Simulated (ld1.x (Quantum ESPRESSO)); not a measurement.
What the settings do to the PAW potential of cobalt (Co)

Base potential:

ld1.x (Quantum ESPRESSO) 7.5 input, shortened:

```
&input
   title='Co', zed=27., rel=1, dft='PZ', iswitch=3,
   config='[Ar] 3d7 4s2 4p0'
 /
 &inputp
   pseudotype=3, lpaw=.true., tm=.true., lloc=-2, rcloc=0.95,
   nlcc=.true., new_core_ps=.true.,
   which_augfun='BESSEL', rmatch_augfun=0.85
 /
6
4S  1  0   2.00   0.00  2.45  2.65  0.0
4S  1  0   0.00   1.50  2.45  2.65  0.0
4P  2  1   0.00   0.00  2.75  3.75  0.0
4P  2  1   0.00   4.40  2.75  3.75  0.0
3D  3  2   7.00   0.00  0.80  1.10  0.0
3D  3  2   0.00   0.60  0.80  1.10  0.0
 &test
   configts(1)='3d7 4s2 4p0'
 /
```

Cutoffs, loose and tight: the cutoffs (Ry, on a coarse ladder) from which the occupation-weighted sum of valence levels, in a spherical-Bessel basis at the reference potential, stays within 10 and 1 mRy of its value at 400 Ry. They do not see the model core or the augmentation charge, which bear on the density cutoff. Test errors are all-electron minus pseudo excitation energies from the reference, over the configurations 3d7 4s1 4p0; 3d7 4s0 4p0; 3d6 4s0 4p0; 3d7 4s0 4p2; 3d8 4s1 4p0; 3d7 4s1.5 4p0; 3d7 4s0 4p1 (two spin-polarised tests are not counted in the largest error). A dash means not determined; rows that change the core or the reference have their own tests. The largest error is taken over the tests solved by every variant that gives reliable tests at all: 3d6 4s0 4p0; 3d7 4s0 4p0; 3d7 4s1 4p0.

A true bound ghost makes a file unfit for plane-wave use even where its test errors are small: the radial tests pick states by their node count and pass the ghost by.

Cutoffs are not given where the Bessel-basis levels miss the radial ones by over 6 mRy, ghosts where they miss by over 20 mRy; a channel whose overlap is not positive is not tested.

A file whose overlap is not positive is unfit for use, and its test errors describe a broken file.

| change | outcome | cutoff, loose | cutoff, tight | bound ghosts | largest test error (meV) |
| --- | --- | --- | --- | --- | --- |
| base | generated | 90 Ry | 160 Ry | s | +311 |
| all radii but the core radius scaled by about 0.91 (s 2.42, p 3.42, d 1.00 bohr, rcut 2.24/2.50/0.72); local potential all-electron potential smoothed inside 0.86 bohr (lloc = -2); augmentation BESSEL, radius 0.78 bohr | generated | 110 Ry | 180 Ry | s | -255 |
| all radii but the core radius scaled by about 1.15 (s 3.04, p 4.30, d 1.26 bohr, rcut 2.80/3.14/0.92); local potential all-electron potential smoothed inside 1.08 bohr (lloc = -2); augmentation BESSEL, radius 0.98 bohr | generated | 70 Ry | 120 Ry | p, s | +445 |
| all radii but the core radius scaled by about 1.23 (s 3.26, p 4.62, d 1.36 bohr, rcut 3.02/3.38/0.98); local potential all-electron potential smoothed inside 1.16 bohr (lloc = -2); augmentation BESSEL, radius 1.04 bohr | generated, overlap not positive | – | – | not determined (overlap not positive) | +240 |
| all radii but the core radius scaled by about 1.38 (s 3.66, p 5.18, d 1.52 bohr, rcut 3.38/3.80/1.10); local potential all-electron potential smoothed inside 1.32 bohr (lloc = -2); augmentation BESSEL, radius 1.18 bohr | generated, overlap not positive | – | – | not determined (overlap not positive) | -291 |

Question: What comes out with this change to the base: all radii but the core radius scaled by about 0.76 (s 2.02, p 2.86, d 0.84 bohr, rcut 1.86/2.10/0.62); local potential all-electron potential smoothed inside 0.72 bohr (lloc = -2); augmentation BESSEL, radius 0.64 bohr?

Answer: outcome: generated; cutoff, loose: 160 Ry; cutoff, tight: 260 Ry; bound ghosts: s, p; largest test error (meV): -245.

Reading the sweep of the scale of all radii but the core radius (base = 1) (base included, trends over the rows without a ghost): Bound ghosts are found at 0.76, 0.91, 1, 1.15. Every judged row has one, so this setting neither creates nor removes them.
